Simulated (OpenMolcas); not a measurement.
A run on Ar3+.

```yaml
Program: OpenMolcas 26.06
Method: "MS-RASPT2, IPEA 0.25 Eh, imaginary shift 0.1 Eh (closed shells correlated: 2s 2p 3s)"
Basis: ANO-R3 [6s5p4d2f1g]
Scalar_Hamiltonian: X2C, finite nucleus
Active_space: 3 electrons in 9 orbitals (RAS2 3p; RAS3 3d 4s, at most 1 electron)
State_averaging: 2S+1 = 4 odd, 1 root; 2S+1 = 2 odd, 8 roots; 2S+1 = 4 even, 18 roots; 2S+1 = 2 even, 54 roots
Spin-orbit_coupling: RASSI with atomic mean-field integrals over the reference wave functions, term energies averaged over their components
```

First CASPT2 step and the start of its output:

```
&CASPT2
Multistate=1 1
Frozen=1 0
IPEA=0.25
Imaginary=0.1
MaxIter=60
WThr=0.0 0.3 0.05
PrWF=0.5
NoMix
```

```
--- CASPT2 ---
Orbital specifications:
      -----------------------

      Symmetry species                           1   2
                                                ag  au
      Frozen orbitals                            1   0
      Inactive orbitals                          2   3
      Active orbitals                            6   3
      Secondary orbitals                        26  23
      Deleted orbitals                           0   0
      Number of basis functions                 35  29
Type of calculation                        SS-CASPT2
      Fock operator                              state-specific
      IPEA shift                                 0.25
      Real shift                                 0.00
      Imaginary shift                            0.10
      The input orbitals will be transformed to quasi-canonical
Reference energy:        -525.6791908751
      E2 (Non-variational):      -0.3492446705
      Shift correction:          -0.0000986523
      E2 (Variational):          -0.3493433228
      Total energy:            -526.0285341979
      Residual norm:              0.0000001126
      Reference weight:           0.96666
      Contributions to the CASPT2 correlation energy
      Active & Virtual Only:         -0.0081511345
      One Inactive Excited:          -0.1103718169
      Two Inactive Excited:          -0.2307217191
::    CASPT2 Root  1     Total energy:   -526.02853420
--- CASPT2 ---
Orbital specifications:
      -----------------------

      Symmetry species                           1   2
                                                ag  au
      Frozen orbitals                            1   0
      Inactive orbitals                          2   3
      Active orbitals                            6   3
...
```

Over all roots the printed reference weights run from 0.47 to 0.97, and roots that are degenerate in the reference spread by up to 100000 cm-1.

**Question.** Did the run give usable levels, and if not, why?

**Answer.** No. The equations converged, but the reference weight falls to 0.47 for at least one root against 0.97 for the best. A drop of that size marks an intruder state, so the energies of such roots and the levels built on them can't be trusted.
